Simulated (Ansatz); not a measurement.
Relaxation of C2H4BS (8 atoms, charge -1, multiplicity 1), to a largest force component of 0.015 eV/Å in at most 40 steps.

Level of theory: Ansatz 0.2.0, RKS BHLYP-D4/6-31G*.

```xyz
8
Properties=species:S:1:pos:R:3
B -0.299 1.434 0.758
S 0.961 1.121 -0.390
C 1.243 -0.706 -0.387
C 0.158 -1.416 -0.678
H -0.955 0.574 1.231
H -0.491 2.559 1.077
H 0.241 -2.505 -0.688
H -0.858 -1.061 -0.924
```

Problem. Where does it end, and by what steps?

Solution. The run converged. Limits of this set-up: an anion without diffuse functions, the dipole of an ion depends on the origin. After 10 steps the energy has fallen by 0.063 eV; H8 moved furthest, 0.17 Å.

| step | energy less start (eV) | largest force component (eV/Å) | accepted |
| --- | --- | --- | --- |
| 0 | 0.0000 | 0.707 | yes |
| 1 | 0.0056 | 0.932 | no |
| 2 | -0.0426 | 0.510 | yes |
| 3 | -0.0591 | 0.269 | yes |
| 4 | -0.0608 | 0.236 | yes |
| 5 | -0.0626 | 0.132 | yes |
| 6 | -0.0632 | 0.060 | yes |
| 7 | -0.0634 | 0.025 | yes |
| 8 | -0.0632 | 0.055 | no |
| 9 | -0.0635 | 0.017 | yes |
| 10 | -0.0635 | 0.010 | yes |

```xyz
8
Properties=species:S:1:pos:R:3
B -0.332 1.452 0.756
S 1.002 1.070 -0.310
C 1.310 -0.758 -0.476
C 0.175 -1.433 -0.693
H -1.004 0.611 1.272
H -0.540 2.604 1.013
H 0.226 -2.516 -0.798
H -0.838 -1.030 -0.763
```

The run took 33 s on 1 thread of Arm Neoverse V1, with other jobs on the host, peak memory 0.14 GiB.
